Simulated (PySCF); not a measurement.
Dipole moment and polarisability of `Cc1cccc(C)p1`

C₇H₉P.
Geometry (GFN2-xTB, Å), atoms numbered from 1 in this order:
```xyz
17
C7H9P angstrom
C     -2.714   -0.828    0.621
C     -1.345   -0.283    0.326
C     -1.230    0.899   -0.382
C     -0.023    1.492   -0.711
C      1.201    0.952   -0.356
C      1.352   -0.224    0.355
C      2.737   -0.709    0.680
P      0.018   -1.202    0.911
H     -3.256   -1.018   -0.306
H     -3.293   -0.111    1.204
H     -2.649   -1.758    1.182
H     -2.144    1.388   -0.698
H     -0.037    2.418   -1.269
H      2.100    1.480   -0.653
H      3.306   -0.877   -0.234
H      2.699   -1.641    1.241
H      3.272    0.033    1.274
```

Level: wB97X-D/def2-SVPD (PySCF), static field, nuclei fixed, core orbitals frozen in the response. The polarisability tensor in these axes (au):

```
x   133.72   0.87   1.04
y     0.87 104.35 -21.71
z     1.04 -21.71  81.32
```

**Question.** Give the principal values, the mean and the anisotropy Δα = √{½[(α1 − α2)² + (α2 − α3)² + (α1 − α3)²]}.

**Answer.** Principal values 68.23, 117.41 and 133.75 au; mean 106.46 au = 15.78 Å³ = 17.55 × 10⁻⁴⁰ C²·m²/J; Δα = 59.07 au (55 % of the mean).

**Question.** What is the dipole moment, and where does it point?

**Answer.** (-0.02, 1.22, -0.73) D, 1.42 D in size, pointing from the negative to the positive side. Measured along this direction, the outermost atoms are H16 and H11 at the negative end and H13 at the positive end.

**Question.** Along which axes do the principal values lie, and how far do the nuclei extend along each?

**Answer.** Largest value along (1.00, 0.02, 0.01), where the nuclei span 6.57 Å; middle along (-0.01, 0.86, -0.52), 4.81 Å; least along (-0.02, 0.52, 0.86), 1.76 Å. The response follows the extents in order.

**Question.** What are the principal values of the traceless quadrupole moment, Θ = ½Σq(3rr − r²1), about the centre of nuclear charge?

**Answer.** -6.26, -1.77, 8.03 D·Å. The values depend on the origin, since the dipole doesn't vanish. The electronic extent ⟨r²⟩ about the same centre is 1161 bohr², a root-mean-square distance of 2.22 Å for the 66 electrons.

**Question.** Find the Langevin capture rate constant for NH4+ (18.034 u) meeting this molecule (124.044 u), k = 2.342 × 10⁻⁹ cm³/s × √(α in Å³ / reduced mass in u).

**Answer.** The reduced mass is 15.75 u, so k = 2.34 × 10⁻⁹ cm³/s. The formula leaves out the permanent dipole, which adds to the capture rate.

**Question.** Form Σ f/ω² (atomic units) for the 8 lowest TDDFT singlets, given as eV and f, and set it beside the mean polarisability, which is this sum over all singlets: 4.71, 0.0000; 5.08, 0.0862; 5.18, 0.0165; 5.74, 0.0000; 5.88, 0.4058; 6.26, 0.3660; 6.30, 0.0000; 6.96, 0.0070.

**Answer.** They add up to 18.65 au, 17.5 % of the 106.46 au; the largest single term is 8.70 au, from the state at 5.88 eV. Terms in order: 0.00, 2.48, 0.45, 0.00, 8.70, 6.91, 0.00, 0.11 au. Higher excitations give the rest. The strengths listed sum to 0.881.

Isolated species at its GFN2-xTB geometry, gas phase.
